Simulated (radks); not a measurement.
Values are calculated unless marked as measured or tabulated.
Question: These are the eigenvalues of the occupied orbitals of an atom or ion with whole-number occupations (hartree). Code: a radial shooting solver on a logarithmic mesh with Libxc functionals. Model: scalar-relativistic Kohn-Sham, SCAN, spin-polarised, spherical densities, finite nucleus; meta-GGA in the generalised Kohn-Sham scheme; Fermi nuclear charge, rms radius of each element as measured or else 0.836 A^(1/3) + 0.57 fm.

1s up: -1980.970
1s down: -1980.821
2s up: -435.2196
2s down: -435.1152
2p up: -402.7994
2p down: -402.6387
3s up: -176.1218
3s down: -175.4642
3p up: -166.1699

Which element is it, and in what charge state? The configuration may be excited. Open shells, if any, are filled with parallel spins first.

Answer: Z = 64, gadolinium, charge +51: Gd51+ in [Ne] 3s2 3p1. The list shows which subshells hold electrons but not how many an open one holds; the 1s level, -1981 hartree, gives Z - s = 62.9 by -(Z - s)^2/2, which with screening and relativity narrows Z to a few neighbours, and the depths of the outer levels then fix element, charge and occupations together.
